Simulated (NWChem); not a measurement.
Molecule: BeSiH3OF; SMILES [F][Be][O][SiH3]

```xyz
7

Be     0.0000     0.0000    -1.3852
F      0.0000     0.0000    -2.7802
O      0.0000     0.0000     0.0302
Si     0.0000     0.0000     1.6931
H     -0.8785    -1.1084     2.2059
H     -0.5207     1.3150     2.2059
H      1.3992    -0.2066     2.2059
```
Atoms are numbered in this order, from 1.

Results from NWChem. The geometry was optimised at PBE-D3(BJ)/def2-SVP.

Q: Taking B3LYP/pcseg-2 as the yardstick, which of these has the fewest basis functions while keeping “dipole (D)” within 0.1 D of it: B3LYP/aug-pcseg-1; B3LYP/STO-3G; B3LYP/pcseg-1; B3LYP/def2-SVP?

A: B3LYP/def2-SVP.
```csv
level,basis functions,dipole (D)
B3LYP/STO-3G,27,1.48
B3LYP/pcseg-1,70,1.43
B3LYP/def2-SVP,70,1.31
B3LYP/aug-pcseg-1,113,1.29
B3LYP/pcseg-2,151,1.30
```

The yardstick is one finite set, not the basis-set limit.
